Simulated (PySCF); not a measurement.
BH₃O₃, SMILES OB(O)O.

Geometry optimised at TPSSh-D3(BJ)/def2-SVP. One conformer was computed; it need not be the lowest.

Two levels are set side by side: PBE/def2-TZVPD (PySCF) and r2SCAN/def2-TZVPD (PySCF). Same geometry, gas phase. Differences are taken from unrounded values.

```tsv
quantity	PBE
orbital gap (eV)	6.27
highest occupied level (eV)	-7.55
lowest empty level (eV)	-1.28
dipole moment (D)	2.82
mean polarisability (bohr³)	30.3
```

These are the PBE values. What does r2SCAN give? (Estimate from the structure and the level; the computed values follow.)


```csv
quantity,r2SCAN,PBE minus r2SCAN
orbital gap (eV),7.30,-1.03
highest occupied level (eV),-7.92,0.36
lowest empty level (eV),-0.61,-0.67
dipole moment (D),2.90,-0.07
mean polarisability (bohr³),28.8,1.5
```

Rough cost on one machine, each run with all the roots and properties that it gave: r2SCAN against PBE about 3 times.
